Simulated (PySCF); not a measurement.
**Question.** Give a PBE0-D3(BJ)/def2-SVP geometry of Cd(vinyl)2, `C=[CH][Cd][CH]=C`. (Singlet state.)

**Answer.** 
```xyz
11
C4H6Cd angstrom
Cd    -0.519   -0.165    0.006
C     -0.434   -0.351    2.092
C      0.677   -0.640    2.782
H     -1.350   -0.201    2.682
H      1.649   -0.811    2.304
H      0.679   -0.725    3.878
C     -0.578    0.032   -2.080
C      0.192    0.875   -2.782
H     -1.274   -0.590   -2.661
H      0.924    1.545   -2.314
H      0.133    0.945   -3.877
```

Any rigid rotation of these coordinates is as good. Atoms count from 1 in this order. 

Bonds between heavy atoms (Å): Cd1–C2 2.096, Cd1–C7 2.096, C2–C3 1.340, C7–C8 1.340.

Method used: PBE0-D3(BJ)/def2-SVP geometry optimisation, gas phase, def2 core potentials past Kr in PySCF 2.14.0.

Point group: C2 (every atom within 0.08 Å of its image). Stationary, but not proved a minimum. Torsions: Cd1–C2–C3–H 0° and 180°, Cd1–C7–C8–H 0° and 180°.

On one thread of an Intel Xeon Platinum 8375C at 2.90 GHz, shared host, this took 53 s wall and 0.48 GiB of memory at its peak. This is the geometry optimisation.
